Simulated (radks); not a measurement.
Q: The sulfur ion S3+, 13 electrons, occupied as [Ne] 3s2 3p1 (the NIST ground configuration). Calculated with a radial shooting solver on a logarithmic mesh with Libxc functionals: scalar-relativistic Kohn-Sham, revPBE, spin-polarised, spherical densities, point nucleus; open shells are filled with parallel spins first. Some entries of the table are withheld. Estimate them.

orbital  occ.  eigenvalue (hartree)  <r> (bohr)  <r^2> (bohr^2)
1s up       1             -90.02087     0.09685         0.01262
1s down     1             -90.01390     0.09684         0.01262
2s up       1              -9.31717      0.4776          0.2713
2s down     1              -9.31058      0.4775          0.2711
2p up       3              -7.28977      0.4407          0.2425
2p down     3              -7.28012      0.4406          0.2423
3s up       1                   (1)       1.520             (2)
3s down     1                   (3)       1.523             (4)
3p up       1              -1.50592       1.659           3.177
3p down     0              -1.44330       1.672           3.237

A: 
(1) 3s up eigenvalue (hartree): -1.94723
(2) 3s up <r^2> (bohr^2): 2.635
(3) 3s down eigenvalue (hartree): -1.88250
(4) 3s down <r^2> (bohr^2): 2.653
